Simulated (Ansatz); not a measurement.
The same group exchange along the group O, S, Se.

Calculated with Ansatz (gas phase, PBE0-D4/def2-TZVP geometries, no zero-point term in ΔE). CBS: MP2 limit from def2 TZ/QZ plus the TZ coupled-cluster correction, frozen cores. This one scheme is used for every species. DFT in def2-TZVPP. For Se outer-core shells are correlated without core-valence functions, which leaves a few kJ/mol of doubt a bond. Scalar relativity is left out up to krypton. Each species was taken in one conformer, which may not be the lowest.

| reaction | PBE0-D4 (kJ/mol) | r2SCAN-D4 (kJ/mol) | ωB97M-V (kJ/mol) |
| --- | --- | --- | --- |
| `COB[SiH3]` + `CBCl` → `CB(Cl)B[SiH3]` + CH₃OH | 140 | 144 | 152 |
| `CSB[SiH3]` + `CBCl` → `CB(Cl)B[SiH3]` + CH₃SH | 115 | 118 | 117 |
| `C[Se]B[SiH3]` + `CBCl` → `CB(Cl)B[SiH3]` + `C[SeH]` | 108 | 109 | 108 |

(1) Give the CCSD(T)/CBS values in the same order. (Best estimate.)

Largest T1 diagnostic: 0.015, for `CSB[SiH3]`.

Results:

(1) The calculation gave: 148, 118, 115 kJ/mol.
